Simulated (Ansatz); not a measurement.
Total energies of SeH2 (H2Se) from Ansatz at PBE0-D4/def2-TZVP, gas phase (1 Eh = 27.2114 eV = 2625.5 kJ/mol). The reference geometry is relaxed at PBE-D4/def2-TZVP.

```xyz
3

Se    0.6151   -0.2880    0.1461
H     0.0268    0.3659   -1.0435
H    -0.6420   -0.0778    0.8974
```

```json
{"state": "charge 0 singlet", "geometry": "reference", "energy (Eh)": "-2402.46234"}
{"state": "charge 1 doublet", "geometry": "reference", "energy (Eh)": "-2402.10329"}
{"state": "free Se atom (triplet)", "geometry": "–", "energy (Eh)": "-2401.20505"}
{"state": "free H atom (doublet)", "geometry": "–", "energy (Eh)": "-0.50104"}
```

(1) Work out the vertical ionisation energy to the doublet.

(2) What is the binding energy per atom against free atoms?

(1) E(charge 1 doublet) − E(charge 0 singlet) = -2402.10329 − (-2402.46234) = 0.35905 Eh = 9.77 eV. For comparison, −ε of the highest occupied level is 7.10 eV at this level, 2.67 eV less.

(2) Atoms: 1 × (-2401.20505) + 2 × (-0.50104) = -2402.20713 Eh. Binding: -2402.20713 − (-2402.46234) = 0.25521 Eh = 6.94 eV, or 2.31 eV for each of 3 atoms (no zero-point energy, no counterpoise term).
